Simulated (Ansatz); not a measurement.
One change: `[F][SnH]([SiH3])[Cl]` becomes `C[S][SnH]([F])[Cl]`.

Ansatz, PBE0-D4/def2-TZVP geometries, multiplicity 1. Each molecule was computed in one conformer, which needn't be the lowest.

Elements past krypton have def2 core potentials.

```
                                                                                  property  `[F][SnH]([SiH3])[Cl]`
                                            size of the dipole moment (PBE/def2-TZVPP) / D                    3.58
                                          size of the dipole moment (B3LYP/def2-TZVPP) / D                    3.80
ideal-gas entropy at 298 K and 1 bar (rigid rotor, harmonic PBE0-D4/def2-TZVP) / J/(mol·K)                     378
                                        size of the dipole moment (ωB97M-V/def2-TZVPP) / D                    3.83
                                                       HOMO–LUMO gap (PBE/def2-TZVPP) / eV                    5.08
                                                     LUMO energy (ωB97M-V/def2-TZVPP) / eV                    0.55
```

Question: Give the same properties after the change, and the shifts. (Best estimate.)

Answer: Ansatz gave: 
| property | `C[S][SnH]([F])[Cl]` | shift |
| --- | --- | --- |
| size of the dipole moment (PBE/def2-TZVPP) / D | 1.86 | -1.72 |
| size of the dipole moment (B3LYP/def2-TZVPP) / D | 1.98 | -1.82 |
| ideal-gas entropy at 298 K and 1 bar (rigid rotor, harmonic PBE0-D4/def2-TZVP) / J/(mol·K) | 396 | 18 |
| size of the dipole moment (ωB97M-V/def2-TZVPP) / D | 1.94 | -1.89 |
| HOMO–LUMO gap (PBE/def2-TZVPP) / eV | 3.77 | -1.31 |
| LUMO energy (ωB97M-V/def2-TZVPP) / eV | 0.31 | -0.24 |

With PBE0 the HOMO rises by 0.84 eV and the LUMO falls by 0.42 eV, so the gap narrows by about 1.26 eV. PBE moves the HOMO by 0.85 eV and ωB97M-V by 0.68 eV. The zero-point energy changes by 38.3 kJ/mol with +3 modes. Dipoles are sizes alone; their direction can turn. Modes under 60 cm⁻¹, often nearly free rotors, make the harmonic entropy too high.

B3LYP here is the variant with VWN-RPA as its local correlation; programs differ in this.
